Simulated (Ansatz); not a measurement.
One change: `C[NH][Zr]([Cl])([Cl])[Cl]` becomes `[NH2][Zr]([Cl])([Cl])[Cl]`.

Ansatz, PBE0-D4/def2-TZVP geometries, multiplicity 1. Each molecule was computed in one conformer, which needn't be the lowest.

Elements past krypton have def2 core potentials.

```json
{"property": "LUMO energy (PBE/def2-TZVPP) / eV", "`C[NH][Zr]([Cl])([Cl])[Cl]`": "-2.89"}
{"property": "LUMO energy (PBE0/def2-TZVPP) / eV", "`C[NH][Zr]([Cl])([Cl])[Cl]`": "-2.06"}
{"property": "HOMO–LUMO gap (PBE0/def2-TZVPP) / eV", "`C[NH][Zr]([Cl])([Cl])[Cl]`": "5.74"}
{"property": "HOMO–LUMO gap (ωB97M-V/def2-TZVPP) / eV", "`C[NH][Zr]([Cl])([Cl])[Cl]`": "10.11"}
{"property": "HOMO energy (ωB97M-V/def2-TZVPP) / eV", "`C[NH][Zr]([Cl])([Cl])[Cl]`": "-10.07"}
{"property": "LUMO energy (ωB97M-V/def2-TZVPP) / eV", "`C[NH][Zr]([Cl])([Cl])[Cl]`": "0.04"}
```

Give the same properties after the change, and the shifts. (Best estimate.)

Computed: 
```
                               property  `[NH2][Zr]([Cl])([Cl])[Cl]`  shift
      LUMO energy (PBE/def2-TZVPP) / eV                        -2.98  -0.09
     LUMO energy (PBE0/def2-TZVPP) / eV                        -2.15  -0.09
   HOMO–LUMO gap (PBE0/def2-TZVPP) / eV                         6.25   0.51
HOMO–LUMO gap (ωB97M-V/def2-TZVPP) / eV                        10.68   0.57
  HOMO energy (ωB97M-V/def2-TZVPP) / eV                       -10.70  -0.63
  LUMO energy (ωB97M-V/def2-TZVPP) / eV                        -0.02  -0.06
```

With PBE0 the HOMO falls by 0.60 eV and the LUMO falls by 0.09 eV, so the gap widens by about 0.51 eV. PBE moves the HOMO by -0.52 eV and ωB97M-V by -0.63 eV. The zero-point energy changes by -76.7 kJ/mol with -9 modes.
